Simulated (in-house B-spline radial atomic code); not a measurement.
The numbers below are computed, except where a source is named.
# the lead ion Pb²⁺ at several levels of theory

Ground configuration [Xe] 4f14 5d10 6s2. All numbers come from a B-spline radial code for spherical atoms, all electrons, at the radial basis limit. Mean-field, RPA, GW and linear-response runs are scalar-relativistic (one-electron X2C), no spin-orbit coupling, without Breit or QED terms, open shells spin-polarised at highest spin; the many-body runs on Dirac-Hartree-Fock orbitals are four-component, and their energies hold both.

Without the two-electron picture change, the correlation of inner shells comes somewhat too large for so heavy an element.

**Ionisation energy.** The reference is 31.937 eV (NIST, measured).

```json
{"method": "minus the highest LDA VWN5 level", "value (eV)": "27.81", "minus reference (eV)": "-4.12"}
{"method": "LDA VWN5, difference of total energies", "value (eV)": "32.59", "minus reference (eV)": "+0.66"}
{"method": "minus the highest PBE level", "value (eV)": "27.38", "minus reference (eV)": "-4.55"}
{"method": "PBE, difference of total energies", "value (eV)": "32.11", "minus reference (eV)": "+0.17"}
{"method": "G0W0 on PBE", "value (eV)": "32.43", "minus reference (eV)": "+0.49"}
{"method": "exact exchange + RPA on PBE", "value (eV)": "32.38", "minus reference (eV)": "+0.44"}
{"method": "exact exchange + RPA + SOSEX on PBE", "value (eV)": "31.77", "minus reference (eV)": "-0.17"}
{"method": "minus the highest r2SCAN level", "value (eV)": "27.60", "minus reference (eV)": "-4.34"}
{"method": "r2SCAN, difference of total energies", "value (eV)": "31.88", "minus reference (eV)": "-0.06"}
{"method": "minus the highest PBE0 level", "value (eV)": "28.32", "minus reference (eV)": "-3.61"}
{"method": "PBE0, difference of total energies", "value (eV)": "31.75", "minus reference (eV)": "-0.19"}
{"method": "G0W0 on PBE0", "value (eV)": "32.30", "minus reference (eV)": "+0.37"}
{"method": "minus the highest B3LYP (VWN-RPA) level", "value (eV)": "28.32", "minus reference (eV)": "-3.62"}
{"method": "B3LYP (VWN-RPA), difference of total energies", "value (eV)": "32.09", "minus reference (eV)": "+0.16"}
{"method": "minus the highest CAM-B3LYP level", "value (eV)": "29.84", "minus reference (eV)": "-2.10"}
{"method": "minus the highest LC-wPBE level", "value (eV)": "30.93", "minus reference (eV)": "-1.00"}
{"method": "minus the highest Hartree-Fock level", "value (eV)": "30.12", "minus reference (eV)": "-1.82"}
{"method": "Hartree-Fock, difference of total energies", "value (eV)": "29.77", "minus reference (eV)": "-2.16"}
{"method": "G0W0 on Hartree-Fock", "value (eV)": "32.03", "minus reference (eV)": "+0.10"}
{"method": "MP2, difference of total energies", "value (eV)": "32.40", "minus reference (eV)": "+0.46"}
{"method": "CI + MBPT for the two outer electrons", "value (eV)": "31.84", "minus reference (eV)": "-0.10"}
{"method": "Dirac-Fock + self-energy with TDHF screening (6s1/2)", "value (eV)": "31.41", "minus reference (eV)": "-0.52"}
```

**Question.** Which methods come closest, and which lies farthest off?

**Answer.** Closest: r2SCAN, difference of total energies (-0.06 eV) and G0W0 on Hartree-Fock (+0.10 eV). Farthest: minus the highest PBE level (-4.55 eV). The PBE level misses by -4.6 eV while the PBE energy difference misses by +0.17 eV: the semilocal potential lacks the −1/r tail and the energy is convex in the electron number, but total energies at whole numbers are far better.

**Static dipole polarisability and C6** of two like species, by linear response (no reference value is at hand):

| method | α (bohr³) | C6 (hartree·bohr⁶) |
| --- | --- | --- |
| LDA VWN5 | 13.05 | 90.72 |
| PBE | 13.32 | 92.87 |
| PBE0 | 13.77 | 95.76 |
| B3LYP (VWN-RPA) | 13.52 | 93.88 |
| CAM-B3LYP | 13.72 | 95.24 |
| LC-wPBE | 14.15 | 98.65 |
| TDHF | 15.6 | 108.3 |
| relativistic RPA (four-component TDHF) | 15.66 | 107.7 |

**Question.** What mean excitation energy do α and C6 imply in London's formula C6 = (3/4) α² ω?

**Answer.** LDA VWN5: ω = 0.710 hartree; relativistic RPA (four-component TDHF): ω = 0.586 hartree. A method that puts the excitations lower gives a larger α and a smaller ω.

Run times on one thread of shared hosts: mean field, RPA, SOSEX and G0W0 on PBE, for the atom and its ion, 25 s (Arm Neoverse N1); TDDFT with PBE, 1.9 s (Intel Xeon 6975P-C (Granite Rapids)); CI + MBPT, 230 s (Arm Neoverse V1); removal energies by the self-energy, 84 s (Intel Xeon Platinum 8559C).
